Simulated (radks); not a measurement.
The mean radii <r> (bohr) of the occupied orbitals of an atom or ion are listed with their occupations. All-electron calculation, scalar-relativistic Kohn-Sham, PBE, spin-polarised, spherical densities, finite nucleus; Fermi nuclear charge, rms radius of each element as measured or else 0.836 A^(1/3) + 0.57 fm. Program: a radial shooting solver on a logarithmic mesh with Libxc functionals.

orbital  occ.      <r>
1s          2  0.02408
2s          2   0.1014
2p          6  0.08879
3s          2   0.2433

Name the element and its charge. Open shells, if any, are filled with parallel spins first.

Answer. Z = 59, praseodymium, charge +47: Pr47+ in [Ne] 3s2. The 1s radius gives Z: for a bare nucleus <r> = (2 gamma + 1)/(2Z) with gamma = sqrt(1 - (Z/c)^2), 0.02377 bohr for Z = 59, and screening makes it slightly larger (0.02408 here). The occupations add up to 12, and the charge is Z minus that.
